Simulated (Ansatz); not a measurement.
Ansatz results at the PBE0-D4/def2-TZVP geometry: HOMO energy (ωB97M-V/def2-TZVPP) -8.92 eV; HOMO energy (PBE/def2-TZVPP) -5.94 eV; size of the dipole moment (ωB97M-V/def2-TZVPP) 0.38 D.

Each molecule was computed in one conformer, which needn't be the lowest.

Which molecule gave them?
A. `C[B]1[AlH][CH]1F`
B. `[BH2][GaH][GeH2][CH3]`
C. `C[CH]1[CH2][AlH]1`
D. `C=C=[N][AlH2]`

B. The others give `C[CH]1[CH2][AlH]1`: -7.83, -4.63, 0.92; `C[B]1[AlH][CH]1F`: -8.78, -5.65, 2.99; `C=C=[N][AlH2]`: -8.35, -5.24, 0.44.
